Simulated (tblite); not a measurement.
Compound: C₅H₈F₂O.
SMILES with atom numbers: `[CH3:1][O:2][C@H:3]([F:4])/[CH:5]=[CH:6]\[CH2:7][F:8]` (hydrogens: H9, H10, H11 on C1; H12 on C3; H13 on C5; H14 on C6; H15, H16 on C7)

Computed with GFN2-xTB (tblite), gas phase: Langevin dynamics at 400 K from the optimised GFN2-xTB geometry, time step 0.5 fs, friction 0.01 fs⁻¹, 2000 steps. The instantaneous temperature is 2·E(kin)/(3Nk) with all 3N coordinates.

```csv
t (fs),T (K),E(pot) above start (eV),C1–O2 (Å),O2–C3 (Å),C3–F4 (Å),C3–C5 (Å),C5=C6 (Å),C1–H9 (Å),C1–O2–C3–F4 (°)
0,325,0.000,1.417,1.372,1.399,1.505,1.324,1.095,-68
25,163,0.331,1.402,1.335,1.414,1.524,1.327,1.120,-58
50,222,0.477,1.428,1.374,1.379,1.545,1.325,1.145,-56
75,317,0.556,1.457,1.387,1.393,1.541,1.305,1.135,-59
100,274,0.697,1.418,1.380,1.397,1.484,1.316,1.080,-65
125,308,0.476,1.350,1.340,1.423,1.509,1.326,1.108,-64
150,317,0.597,1.421,1.326,1.362,1.532,1.301,1.145,-68
175,207,0.672,1.528,1.363,1.392,1.590,1.300,1.127,-64
200,306,0.587,1.438,1.390,1.441,1.520,1.352,1.084,-76
225,312,0.636,1.385,1.419,1.356,1.450,1.363,1.097,-75
250,361,0.790,1.373,1.463,1.422,1.543,1.278,1.135,-75
275,437,0.584,1.401,1.410,1.386,1.501,1.356,1.150,-86
300,484,0.665,1.535,1.345,1.420,1.512,1.334,1.107,-91
325,338,0.935,1.515,1.279,1.378,1.542,1.297,1.047,-94
350,477,0.759,1.437,1.359,1.392,1.565,1.352,1.058,-72
375,545,0.657,1.382,1.456,1.377,1.512,1.359,1.079,-76
400,400,0.966,1.387,1.378,1.500,1.450,1.282,1.113,-65
425,454,0.794,1.436,1.405,1.379,1.456,1.303,1.126,-58
450,341,0.957,1.461,1.382,1.434,1.513,1.366,1.115,-71
475,482,0.819,1.416,1.412,1.408,1.528,1.348,1.124,-79
500,345,0.902,1.426,1.345,1.420,1.549,1.300,1.104,-82
525,439,0.685,1.448,1.342,1.407,1.523,1.310,1.102,-82
550,535,0.882,1.512,1.365,1.393,1.526,1.334,1.124,-81
575,451,0.952,1.417,1.324,1.430,1.503,1.322,1.119,-77
600,479,1.019,1.403,1.335,1.438,1.560,1.324,1.112,-69
625,544,0.845,1.435,1.391,1.334,1.541,1.325,1.103,-61
650,403,0.991,1.460,1.454,1.444,1.543,1.336,1.126,-50
675,354,0.793,1.406,1.373,1.415,1.498,1.350,1.118,-48
700,228,0.969,1.388,1.390,1.387,1.485,1.317,1.086,-56
725,449,0.589,1.431,1.403,1.403,1.512,1.314,1.078,-55
750,281,0.865,1.465,1.417,1.393,1.542,1.364,1.082,-63
775,614,0.567,1.421,1.327,1.479,1.500,1.335,1.101,-48
800,461,0.955,1.345,1.319,1.371,1.480,1.322,1.131,-49
825,409,0.961,1.445,1.410,1.479,1.569,1.346,1.076,-73
850,341,0.810,1.471,1.380,1.359,1.473,1.326,1.103,-67
875,308,0.742,1.413,1.348,1.423,1.454,1.317,1.096,-80
900,325,0.906,1.378,1.433,1.455,1.523,1.331,1.078,-85
925,575,0.392,1.410,1.464,1.360,1.485,1.359,1.120,-84
950,504,0.510,1.430,1.430,1.388,1.477,1.311,1.147,-80
975,432,0.626,1.376,1.353,1.381,1.521,1.293,1.087,-70
1000,296,0.785,1.427,1.329,1.419,1.571,1.365,1.047,-65
```

Task: From 500 fs on, how do temperature and potential energy compare with equipartition?

Result: The mean temperature of these 21 frames is 418 K against the target 400 K, and the mean potential energy 0.80 eV against 42 × kT/2 = 0.72 eV for 42 classical harmonic modes. For 16 atoms in a canonical ensemble the temperature itself scatters by T·√(2/(3N)) = 82 K; here its standard deviation is 101 K. The whole run lasts only 10 friction times of 100 fs, so these averages carry a wide statistical error.

Task: What are the kinetic and total energies of the listed frame with the highest potential energy?

Result: The one at 600 fs, 1.019 eV above the start. Its kinetic energy is 3NkT/2 = 0.990 eV at 479 K, so the sum is 2.01 eV; over the listed frames the sum runs from 0.67 to 2.01 eV, since the thermostat adds and removes energy.

Task: How much do the listed bonds fluctuate from 500 fs on?

Result: 
```
 bond  at the start (Å)  mean (Å)  standard deviation (Å)
C1–O2             1.417     1.424                   0.036
O2–C3             1.372     1.378                   0.043
C3–F4             1.399     1.408                   0.037
C3–C5             1.505     1.516                   0.033
C5=C6             1.324     1.329                   0.019
C1–H9             1.095     1.102                   0.023
```

The motion is classical and holds no zero-point motion.

What follows is the cost of the whole dynamics run. On Arm Neoverse V1, one thread, shared host with 32 logical CPUs at a one-minute load of 16, this took 11 s of wall time and 0.18 GiB of memory at its peak.
